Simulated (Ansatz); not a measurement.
`[OH][GaH][Cl]` + HBr → `[OH][GaH][Br]` + HCl at 600 K and 1 bar (ligand exchange at a Ga–Cl bond).

Isolated molecules relaxed with PBE0-D4/def2-TZVP in Ansatz; ΔE leaves out vibrations. CCSD(T)/CBS adds triple-zeta CCSD(T) − MP2 to the extrapolated MP2 energy (def2 sets, frozen cores). This one scheme is used for every species. For Br, Ga outer-core shells are correlated without core-valence functions, which leaves a few kJ/mol of doubt a bond. Scalar relativity is left out up to krypton. Each species was taken in one conformer, which may not be the lowest.

```
        species  CCSD(T)/CBS energy (Eh)  H − E (kJ/mol)  S (J/(mol·K))
`[OH][GaH][Cl]`              -2460.17745            95.8          354.0
            HBr              -2573.91920            33.5          219.1
`[OH][GaH][Br]`              -4573.71961            95.5          366.0
            HCl               -460.38127            35.4          207.2
```

H − E and S are ideal-gas, rigid-rotor, harmonic terms from PBE0-D4/def2-TZVP, for one conformer and one mirror image of each species. 1 Eh = 2625.50 kJ/mol, R = 8.31446 J/(mol·K).

Q: By hand: ΔE, ΔH, ΔS and ΔG.

A: ΔE = (-4573.71961) + (-460.38127) − (-2460.17745) − (-2573.91920) = -0.00423 Eh = -11.1 kJ/mol. Δ(H − E) = 95.5 + 35.4 − 95.8 − 33.5 = 1.6, so ΔH = -9.5 kJ/mol. ΔS = 366.0 + 207.2 − 354.0 − 219.1 = 0.1 J/(mol·K). ΔG = -9.5 − 600 × (0.1)/1000 = -9.6 kJ/mol.

Q: By hand: the equilibrium constant, and the temperature at which ΔG would vanish if ΔH and ΔS stayed fixed.

A: log₁₀ K = −ΔG/(RT ln 10) = 0.8. ΔH and −TΔS have one sign here, so there is no such temperature. One of them is within its doubt of zero, so this could turn.

The number of gas molecules stays the same, so ΔS is small and ΔH decides. A doubt of 5 kJ/mol in ΔE shifts log₁₀ K by 0.4 here. Other conformers and mirror images would add mixing entropy, several J/(mol·K) or more a flexible species. These are equilibria of isolated gas molecules and say nothing of rates. Largest T1 diagnostic: 0.013 (customary marks: 0.02 for closed shells, 0.045 for open ones).
